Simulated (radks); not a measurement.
The numbers below are computed, except where a source is named.
Coherent X-ray form factor from a spherical all-electron density. Code: a radial shooting solver on a logarithmic mesh with Libxc functionals. Model: scalar-relativistic Kohn-Sham, SCAN, spin-unpolarised, spherical densities, finite nucleus; meta-GGA in the generalised Kohn-Sham scheme; Fermi nuclear charge, rms radius of each element as measured or else 0.836 A^(1/3) + 0.57 fm.

sin(theta)/lambda (1/angstrom)  f0 (electrons)
0.05                                    31.825
0.1                                     31.315
0.15                                    30.508
0.2                                     29.465
0.25                                    28.252
0.3                                     26.939
0.4                                     24.239
0.5                                     21.684
0.6                                     19.384
0.8                                     15.486
1                                       12.328
1.25                                     9.392
1.5                                      7.511
2                                        5.680

The species is in the configuration that NIST lists as its ground one. Which atom or ion scatters so?

Answer. The niobium ion Nb9+, [Ar] 3d10 4s2 4p2. Extrapolating in s^2 from the first two rows gives f0(0) = 32.0, near the electron count 32; among species with that count, the fall with angle is slower the higher Z, and the table is that of Z = 41; from so few rows the species is fixed only to a neighbour or two.
